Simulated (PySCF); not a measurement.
ZnCl2, SMILES [Cl][Zn][Cl]. Atoms are numbered in the order given.

```xyz
3

Zn     0.0000     0.0000     0.0000
Cl     0.0000     0.0000    -2.0984
Cl     0.0000     0.0000     2.0984
```
Charge 0, spin multiplicity 1.

Geometry: B3LYP-D3(BJ)/def2-TZVP. The isomer is the one that the SMILES or the coordinates give; other isomers of the formula were not compared.

All values below come from TDDFT-B3LYP/def2-SVPD in PySCF 2.14.0.

Vertical excitations; the highest root listed may be one member of a degenerate set. Gas-phase values at a fixed geometry. State labels are in the subgroup D2h.

| state | symmetry | energy (eV) | λ (nm) | f | main pairs |
|---|---|---|---|---|---|
| S1 | B3g | 5.57 | 223 | 0.000 | HOMO→LUMO (degenerate set) |
| S2 | B2g | 5.57 | 223 | 0.000 | HOMO−1→LUMO (degenerate set) |
| S3 | B2u | 6.06 | 205 | 0.045 | HOMO−3→LUMO (degenerate set) |
| S4 | B3u | 6.06 | 205 | 0.045 | HOMO−2→LUMO (degenerate set) |
| S5 | B1u | 7.07 | 175 | 0.032 | HOMO−4→LUMO 52 %, HOMO→LUMO+1 24 %, HOMO−1→LUMO+2 24 % |
| S6 | Au | 7.07 | 175 | 0.000 | HOMO→LUMO+2 50 %, HOMO−1→LUMO+1 50 % |
| S7 | B1u | 7.10 | 175 | 0.000 | HOMO−1→LUMO+2, HOMO→LUMO+1 (degenerate set) |
| S8 | Au | 7.10 | 175 | 0.000 | HOMO−1→LUMO+1, HOMO→LUMO+2 (degenerate set) |
| S9 | B1g | 7.49 | 166 | 0.000 | HOMO−3→LUMO+2 50 %, HOMO−2→LUMO+1 50 % |
| S10 | B1g | 7.54 | 164 | 0.000 | HOMO−2→LUMO+1 50 %, HOMO−3→LUMO+2 50 % |
| T1 | B3g | 5.27 | 235 | 0 | HOMO→LUMO (degenerate set) |
| T2 | B2g | 5.27 | 235 | 0 | HOMO−1→LUMO (degenerate set) |
| T3 | B2u | 5.67 | 219 | 0 | HOMO−3→LUMO (degenerate set) |
| T4 | B3u | 5.67 | 219 | 0 | HOMO−2→LUMO (degenerate set) |
Triplets are in the Tamm–Dancoff approximation, which puts them higher than full response would, so one can lie above its singlet here.
